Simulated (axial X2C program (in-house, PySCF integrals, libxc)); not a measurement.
**Which molecule has these constants?**

Calculated with an in-house all-electron X2C program for linear molecules (integrals from PySCF), spin-free (one-electron X2C) or two-component (2c: spin–orbit coupling with atomic mean-field Coulomb and Gaunt terms, which also bring small scalar terms), in Dyall basis sets with cores contracted in-house; open shells are unrestricted.

A two-component PBE0 calculation in a Dyall 3-zeta basis gave Re = 1.422 Å, ωe = 1633.7 cm⁻¹, De = 2.20 eV, Ω = 0.

Task: Which molecule is it?
A. MgH⁻
B. BaH⁻
C. BeH⁻

Result: C. The others have MgH⁻ 1.871 Å and 1101.0 cm⁻¹ (Ω = 0); BaH⁻ 2.317 Å and 1012.5 cm⁻¹ (Ω = 0).

Each entry is the lowest single determinant of a limited PBE0 search at one distance. De goes to single-determinant-based atoms at the same level (for ions the charge split of lowest energy) and is withheld (n/a) where an atom does not fit its ground term or J level. Main or longest-lived isotopes. One determinant is a doubtful description, or other states lie close, for BeH⁻, BaH⁻; these need not be ground states, and all values refer to the states named.
